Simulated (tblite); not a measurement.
Compound: C6H12N2Si.
Structure used (GFN2-xTB), in Å, numbered top down from 1:
```xyz
21
C6H12N2Si angstrom
C     -2.6113    1.7862   -0.3392
C     -2.2757    0.5478   -0.0332
C     -1.1920    0.1819    0.9349
N     -0.1281   -0.5649    0.2794
Si    -0.1725   -2.2937    0.0859
C      0.7584    0.1865   -0.4045
C      1.2522    1.3500   -0.7586
C      1.9735    0.1211   -1.2482
N      3.2284   -0.3374   -0.6895
H     -3.3851    2.0100   -1.0538
H     -2.1291    2.6316    0.1237
H     -2.7586   -0.2949   -0.5105
H     -0.7651    1.0862    1.3798
H     -1.6036   -0.4479    1.7296
H     -0.7331   -2.7733    1.3523
H     -1.0531   -2.7025   -1.0186
H      1.2014   -2.7094   -0.1455
H      1.2094    2.4105   -0.7442
H      1.9063   -0.1813   -2.2930
H      4.0075    0.1451   -1.1290
H      3.2612   -0.1345    0.3049
```

Computed with GFN2-xTB (tblite): harmonic, unscaled wavenumbers at the GFN2-xTB geometry, gas phase. Errors from tens to a few hundred cm⁻¹ against measured bands are possible. Modes of hydrogen on silicon can be 10 to 20 % off. One conformer, not necessarily the lowest.

Harmonic wavenumbers (cm⁻¹): 39.0, 48.5, 68.1, 79.2, 104.8, 143.6, 204.0, 234.1, 257.8, 366.5, 419.9, 434.3, 447.3, 527.5, 553.1, 566.7, 576.4, 603.8, 696.3, 741.8, 793.1, 812.9, 848.7, 897.4, 913.8, 928.3, 941.8, 980.6, 999.3, 1021.3, 1041.1, 1093.6, 1129.2, 1155.8, 1176.3, 1258.0, 1269.5, 1286.2, 1312.4, 1352.9, 1411.3, 1452.1, 1557.1, 1716.1, 1894.0, 2193.0, 2240.7, 2347.5, 2938.4, 2941.3, 2947.1, 3059.1, 3099.2, 3125.8, 3226.4, 3359.3, 3401.0.

A = 1785, B = 1007, C = 700.2 MHz; mass 140.077 u (most abundant isotopes); point group C1, symmetry number 1.

Task: Zero-point energy?

Result: ½Σν̃ = 35617 cm⁻¹ = 101.83 kcal/mol.

Task: What is S at 500 K and 1 bar for an ideal gas of classical rigid rotors and harmonic oscillators?

Result: Translation 43.32, rotation 31.47, vibration 63.11: S = 137.9 cal/(mol K).

Task: And Cp and H(500 K) − H(0)?

Result: Cp = 65.68 cal/(mol K), of which vibrations give 57.73 (their classical limit is 57 R = 113.3); H(500 K) − H(0) = 19.47 kcal/mol without the zero-point energy, 15.49 from vibrations.

Task: What must be added to the electronic energy to get the Gibbs energy at 500 K and 1 bar?

Result: ZPE + [H(500 K) − H(0)] − T·S = 101.83 + 19.47 − 68.95 = 52.35 kcal/mol.

Task: Blend soft modes into free rotors: weight 1/[1 + (100 cm⁻¹/ν̃)⁴] for the oscillator and the rest for a rotor with moment μB/(μ + B), μ = h/(8π²ν), B = 10⁻⁴⁴ kg m². What vibrational entropy results?

Result: 56.59 cal/(mol K) in place of 63.11, which changes −T·S at 500 K by +3.26 kcal/mol.

Hindered rotation and anharmonicity are outside this model. Other conformers, if any are populated, would add a mixing term that is left out. The structure is chiral; the term R ln 2 for an equal mix with its mirror image is left out.
